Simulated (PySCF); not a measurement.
## A ladder of Hamiltonians for Sc³⁺ (scandium, charge +3)

Occupied: 1s1/2, 2s1/2, 2p1/2, 2p3/2, 3s1/2, 3p1/2, 3p3/2. Hartree-Fock calculated with PySCF 2.14 in an even-tempered Gaussian basis (24 s from 0.036 bohr⁻², ratio 2.3; 17 p from 0.043 bohr⁻², ratio 2.3), Gaussian nucleus throughout. NR is non-relativistic, sf-X2C the spin-free one-electron X2C Hamiltonian, X2C adds the bare one-electron spin-orbit term, X2C-SNSO screens it by Boettger's factors, DC is four-component Dirac-Coulomb, and the Gaunt term is added at first order (total energies over the DC spinors, levels after relaxing the spinors in that mean field). QED terms are absent. Levels marked empty are virtual spinors of this ion; the basis has s and p functions only, so 3d, which can lie below the n = 4 levels, is absent.

```json
{"level (eV)": "1s1/2", "NR": "-4546.8", "sf-X2C": "-4572.0", "X2C": "-4572.0", "X2C-SNSO": "-4572.0"}
{"level (eV)": "2s1/2", "NR": "-552.31", "sf-X2C": "-557.21", "X2C": "-557.20", "X2C-SNSO": "-557.20"}
{"level (eV)": "2p1/2", "NR": "-459.44", "sf-X2C": "-459.86", "X2C": "-463.44", "X2C-SNSO": "-463.10"}
{"level (eV)": "2p3/2", "NR": "-459.44", "sf-X2C": "-459.86", "X2C": "-458.10", "X2C-SNSO": "-458.27"}
{"level (eV)": "3s1/2", "NR": "-101.06", "sf-X2C": "-101.75", "X2C": "-101.75", "X2C-SNSO": "-101.75"}
{"level (eV)": "3p1/2", "NR": "-73.596", "sf-X2C": "-73.626", "X2C": "-74.063", "X2C-SNSO": "-74.021"}
{"level (eV)": "3p3/2", "NR": "-73.596", "sf-X2C": "-73.626", "X2C": "-73.411", "X2C-SNSO": "-73.431"}
{"level (eV)": "4s1/2 (empty)", "NR": "-20.817", "sf-X2C": "-20.901", "X2C": "-20.901", "X2C-SNSO": "-20.901"}
{"level (eV)": "4p1/2 (empty)", "NR": "-16.525", "sf-X2C": "-16.535", "X2C": "-16.576", "X2C-SNSO": "-16.572"}
{"level (eV)": "4p3/2 (empty)", "NR": "-16.525", "sf-X2C": "-16.535", "X2C": "-16.514", "X2C-SNSO": "-16.516"}
```

Q: Where do the four-component calculations put these levels?

A: 1s1/2: DC -4573.6, DC+Gaunt -4569.7; 2s1/2: DC -557.33, DC+Gaunt -557.12; 2p1/2: DC -463.09, DC+Gaunt -462.68; 2p3/2: DC -458.34, DC+Gaunt -458.08; 3s1/2: DC -101.76, DC+Gaunt -101.74; 3p1/2: DC -74.015, DC+Gaunt -73.979; 3p3/2: DC -73.438, DC+Gaunt -73.420; 4s1/2 (empty): DC -20.903, DC+Gaunt -20.900; 4p1/2 (empty): DC -16.572, DC+Gaunt -16.568; 4p3/2 (empty): DC -16.517, DC+Gaunt -16.515 (eV).

| Hamiltonian | E (hartree) | E − E(DC) (hartree) | CPU seconds |
| --- | --- | --- | --- |
| NR | -758.2130 | 3.6460 | 1 |
| sf-X2C | -761.7696 | 0.0894 | 0.49 |
| X2C | -761.7757 | 0.0833 | 0.7 |
| X2C-SNSO | -761.7746 | 0.0844 | 0.68 |
| DC | -761.8590 | 0.0000 | 33 |
| DC+Gaunt | -761.6126 | 0.2464 | 61 |

Weight of the small component: 1s1/2 0.00565, 2s1/2 0.000980, 2p1/2 0.000947, 2p3/2 0.000938, 3s1/2 0.000193, 3p1/2 0.000166, 3p3/2 0.000165, 4s1/2 3.03e-05, 4p1/2 2.31e-05, 4p3/2 2.29e-05.

Koopmans' value for the highest occupied level at DC+Gaunt: 73.420 eV, against an ionisation energy of 73.489 eV (measured; NIST Atomic Spectra Database, ionization energies); the former lacks relaxation, correlation, QED and recoil.

The whole ladder took 100 s of wall time on 1 thread of Intel(R) Xeon(R) Platinum 8488C (shared host), launched as `OMP_NUM_THREADS=1 python relrun2.py TASK.json OUT` (a driver that calls PySCF for each Hamiltonian).

Dirac-Coulomb iterations, started from the X2C spinors:

```
with_ssss True, with_gaunt False, with_breit False
light speed = 137.03599967994
init E= -761.601297301806
cycle= 1 E= -761.859004177397  delta_E= -0.258  |g|= 0.0847  |ddm|= 0.0105
cycle= 2 E= -761.859012317698  delta_E= -8.14e-06  |g|= 0.00253  |ddm|= 0.0023
cycle= 3 E= -761.859012515615  delta_E= -1.98e-07  |g|= 0.000441  |ddm|= 0.000643
cycle= 4 E= -761.859012523364  delta_E= -7.75e-09  |g|= 6.98e-06  |ddm|= 0.00012
cycle= 5 E= -761.859012523358  delta_E= 5.91e-12  |g|= 2.7e-07  |ddm|= 2.96e-06
```
